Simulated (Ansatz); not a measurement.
Reaction (formal exchange of groups at the Se–Si bond): `N=C[SiH2][SeH]` + `COCO` → `COC(O)[SeH]` + `N=C[SiH3]`

Isolated molecules relaxed with PBE0-D4/def2-TZVP in Ansatz; ΔE leaves out vibrations. CBS: MP2 limit from def2 TZ/QZ plus the TZ coupled-cluster correction, frozen cores. This one scheme is used for every species. Functionals use def2-TZVPP. B3LYP here is the variant with VWN-RPA as its local correlation; programs differ in this. For Se outer-core shells are correlated without core-valence functions, which leaves a few kJ/mol of doubt a bond. Scalar relativity is left out up to krypton. Each species was taken in one conformer, which may not be the lowest.

```json
{"level": "PBE-D4", "ΔE (eV)": "1.18"}
{"level": "PBE", "ΔE (eV)": "1.18"}
{"level": "r2SCAN", "ΔE (eV)": "1.21"}
{"level": "B3LYP", "ΔE (eV)": "1.20"}
{"level": "HF/def2-TZVPP", "ΔE (eV)": "1.32"}
{"level": "MP2/def2-TZVPP", "ΔE (eV)": "1.22"}
{"level": "SCS-MP2/def2-TZVPP", "ΔE (eV)": "1.20"}
{"level": "CCSD/CBS(def2)", "ΔE (eV)": "1.26"}
```

(1) What does CCSD(T)/CBS give? (Best estimate.)

Largest T1 diagnostic among the species: 0.012.

## Answers

(1) The calculation gave: +1.23 eV. The listed levels differ from it by -0.05, -0.05, -0.02, -0.03, 0.09, -0.01, -0.03, 0.03 eV.

In def2-TZVPP, CCSD(T) changes the Hartree–Fock value by −0.13 eV (the triples alone add −0.03 eV) and MP2 by −0.09 eV. From PBE to PBE0 (25 % exact exchange), in def2-TZVPP and without D4, ΔE moves by +0.06 eV.
